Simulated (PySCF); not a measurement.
germanium monotelluride (GeTe), singlet, at a GFN2-xTB geometry (core potentials on Te). Base run: B3LYP/def2-SV(P) in PySCF.

The PySCF input:
```python
from pyscf import gto, scf, dft

mol = gto.M(
    atom='''
Ge   -0.00000000   -0.00000000   -1.45814979
Te    0.00000000    0.00000000    0.89732295
''',
    basis='def2-sv(p)',
    ecp={'Te': 'def2-sv(p)'},
    verbose=4,
)

mf = dft.RKS(mol)
mf.xc = 'b3lyp'
mf.kernel()
```

Each row names what was changed in the base input (with any setting that the change needs).

| change | basis functions | E (Eh) | HOMO (eV) | HOMO-LUMO gap (eV) | dipole (D) |
|---|---|---|---|---|---|
| base | 58 | -2344.92911 | -6.76 | 4.04 | 1.16 |
| basis = Sapporo-DKH3-DZP-2012; relativity = spin-free X2C (without ecp={'Te': 'def2-sv(p)'}) | 95 | -8892.45007 | -6.78 | 4.01 | 1.37 |
| basis = x2c-SVPall; relativity = spin-free X2C (without ecp={'Te': 'def2-sv(p)'}) | 68 | -8891.75704 | -6.65 | 4.04 | 1.11 |
| basis = x2c-TZVPall; relativity = spin-free X2C; nucleus = Gaussian (with nucmod='G'; without ecp={'Te': 'def2-sv(p)'}) | 108 | -8892.68727 | -6.74 | 4.02 | 1.34 |
| basis = Sapporo-DKH3-DZP-2012; relativity = spin-free X2C; nucleus = Gaussian (with nucmod='G'; without ecp={'Te': 'def2-sv(p)'}) | 95 | -8892.24567 | -6.78 | 4.01 | 1.37 |
| basis = x2c-TZVPall; relativity = spin-free X2C (without ecp={'Te': 'def2-sv(p)'}) | 108 | -8892.88260 | -6.74 | 4.02 | 1.34 |
| basis = x2c-SVPall; relativity = none (without ecp={'Te': 'def2-sv(p)'}) | 68 | -8511.54936 | -7.42 | 4.25 | 2.35 |
| basis = Sapporo-DKH3-DZP-2012; relativity = none (without ecp={'Te': 'def2-sv(p)'}) | 95 | -8471.09075 | -7.34 | 4.19 | 2.35 |
| basis = x2c-TZVPall; relativity = none (without ecp={'Te': 'def2-sv(p)'}) | 108 | -8542.44934 | -6.90 | 4.09 | 1.33 |
| basis = x2c-SVPall; relativity = spin-free X2C; nucleus = Gaussian (with nucmod='G'; without ecp={'Te': 'def2-sv(p)'}) | 68 | -8891.58387 | -6.65 | 4.04 | 1.11 |

Totals shift with the method and basis; they matter in differences.

Basis sets contracted for a relativistic Hamiltonian are a mismatch without it, so the rows without relativity aren't non-relativistic limits. No row has spin-orbit coupling; sets with core potentials leave out the core electrons.
